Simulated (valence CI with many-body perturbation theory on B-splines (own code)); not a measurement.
## Level structure of Eu LVIII

Calculated by configuration interaction combined with many-body perturbation theory (CI+MBPT): four valence electrons over a frozen Dirac-Fock core [He], a basis of 11 s, 11 p, 9 d, 7 f, 5 g, 2 h, 1 i functions for each j, with the one-electron correlation potential Σ1 (screened to all orders), the two-electron term Σ2, the three-electron term Σ3, Breit, model QED; selected single and double excitations, second order for the rest (own B-spline code, finite nucleus).

No measured spectrum was set against this ion. As an estimate, large intervals hold to a few tenths of a per cent, small ones and those within an open d or f shell to about a per cent. Among the levels kept, up to 260 cm⁻¹ of a level comes from second order outside the variational space, and about a tenth of that is noise between levels of different J, which matters for small intervals.

Levels 1 to 45 of 114, with energies above the lowest level, (2s^2 2p1/2^2) J=0. "Leading %" is the weight of the configuration and term that name the level; weights of strongly mixed levels are sums over their largest components and can fall short. In the jj column 3d3/2^4 stands for four electrons in 3d with j = 3/2. Lifetimes count E1, E2, E3, M1 and M2 decay at the calculated energies, and are blank where another channel may lead or the interval is too uncertain; long ones can be off by a factor of two.

```tsv
No.	Configuration	Term	J	E (× 10³ cm⁻¹)	Leading %	Lifetime	Leading jj
1	2s2.2p2	3P	0	0.00	69		2s^2 2p1/2^2 (100 %)
2	2s2.2p2	3P	1	5427.2	100	517 ps	2s^2 2p1/2 2p3/2 (100 %)
3	2s2.2p2	1D	2	5566.8	64	197 ns	2s^2 2p1/2 2p3/2 (100 %)
4	2s.2p3	3P°	2	7315.7	47	46.3 ps	2s 2p1/2^2 2p3/2 (99 %)
5	2s.2p3	3D°	1	7898.7	33	346 fs	2s 2p1/2^2 2p3/2 (99 %)
6	2s2.2p2	3P	2	11128	64	121 ps	2s^2 2p3/2^2 (99 %)
7	2s2.2p2	1S	0	11532	68	101 ps	2s^2 2p3/2^2 (99 %)
8	2s.2p3	5S°	2	12561	49	1.56 ps	2s 2p1/2 2p3/2^2 (99 %)
9	2s.2p3	3D°	3	12884	100	1.65 ps	2s 2p1/2 2p3/2^2 (100 %)
10	2s.2p3	3P°	0	13268	100	433 fs	2s 2p1/2 2p3/2^2 (100 %)
11	2s.2p3	3S°	1	13417	50	223 fs	2s 2p1/2 2p3/2^2 (100 %)
12	2s.2p3	1D°	2	13498	74	228 fs	2s 2p1/2 2p3/2^2 (99 %)
13	2s.2p3	3P°	1	13526	60	350 fs	2s 2p1/2 2p3/2^2 (100 %)
14	2p4	3P	2	15505	68	241 fs	2p1/2^2 2p3/2^2 (99 %)
15	2p4	1S	0	15936	63	207 fs	2p1/2^2 2p3/2^2 (99 %)
16	2s.2p3	3P°	2	18676	51	458 fs	2s 2p3/2^3 (99 %)
17	2s.2p3	1P°	1	19238	38	177 fs	2s 2p3/2^3 (100 %)
18	2p4	3P	1	21029	100	151 fs	2p1/2 2p3/2^3 (100 %)
19	2p4	1D	2	21171	69	159 fs	2p1/2 2p3/2^3 (100 %)
20	2p4	3P	0	26915	64	114 fs	2p3/2^4 (100 %)
21	2s2.2p.3s	3P°	0	57744	99	9.64 fs	2s^2 2p1/2 3s (99 %)
22	2s2.2p.3s	3P°	1	57770	67	7.72 fs	2s^2 2p1/2 3s (100 %)
23	2s2.2p.3p	3D	1	58309	73	683 fs	2s^2 2p1/2 3p1/2 (100 %)
24	2s2.2p.3p	3P	0	58610	68	290 fs	2s^2 2p1/2 3p1/2 (99 %)
25	2s.2p2.3s	5P	1	59432	42	10.1 fs	2s 2p1/2^2 3s (94 %)
26	2s.2p2.3s	3P	0	59699	69	10.6 fs	2s 2p1/2^2 3s (98 %)
27	2s.2p2.3p	3P°	1	60061	32	3.00 fs	2s 2p1/2^2 3p1/2 (97 %)
28	2s2.2p.3p	3D	2	60067	53	462 fs	2s^2 2p1/2 3p3/2 (100 %)
29	2s.2p2.3p	3P°	0	60068	50	268 fs	2s 2p1/2^2 3p1/2 (99 %)
30	2s2.2p.3p	3P	1	60091	46	184 fs	2s^2 2p1/2 3p3/2 (95 %)
31	2s2.2p.3d	3F°	2	60507	74	7.33 fs	2s^2 2p1/2 3d3/2 (100 %)
32	2s2.2p.3d	3D°	1	60701	50	1.00 fs	2s^2 2p1/2 3d3/2 (98 %)
33	2s2.2p.3d	3P°	2	61048	47	1.26 fs	2s^2 2p1/2 3d5/2 (98 %)
34	2s2.2p.3d	3F°	3	61076	47	1.33 fs	2s^2 2p1/2 3d5/2 (100 %)
35	2s.2p2.3p	3P°	2	61788	34	69.2 fs	2s 2p1/2^2 3p3/2 (98 %)
36	2s.2p2.3p	3D°	1	61826	32	3.44 fs	2s 2p1/2^2 3p3/2 (99 %)
37	2s.2p2.3d	3D	1	62223	45	8.70 fs	2s 2p1/2^2 3d3/2 (99 %)
38	2s.2p2.3d	3D	2	62266	30	6.50 fs	2s 2p1/2^2 3d3/2 (97 %)
39	2s.2p2.3d	3D	3	62744	36	1.33 fs	2s 2p1/2^2 3d5/2 (99 %)
40	2s.2p2.3d	3F	2	62872	29	1.39 fs	2s 2p1/2^2 3d5/2 (97 %)
41	2s2.2p.3s	3P°	2	63438	98	12.1 fs	2s^2 2p3/2 3s (98 %)
42	2s2.2p.3s	1P°	1	63497	66	6.26 fs	2s^2 2p3/2 3s (98 %)
43	2s2.2p.3p	3P	1	64115	50	241 fs	2s^2 2p3/2 3p1/2 (97 %)
44	2s2.2p.3p	3D	2	64134	46	300 fs	2s^2 2p3/2 3p1/2 (97 %)
45	2s.2p2.3s	5P	2	64639	85	13.9 fs	2s 2p1/2 2p3/2 3s (98 %)
```

The ionisation energy to 2s2.2p 2P°_1/2 of the next ion comes out as 12720 eV (NIST: 12718 ± 6 eV (theoretical)). All 114 levels together are meant to be complete up to 68633 × 10³ cm⁻¹.
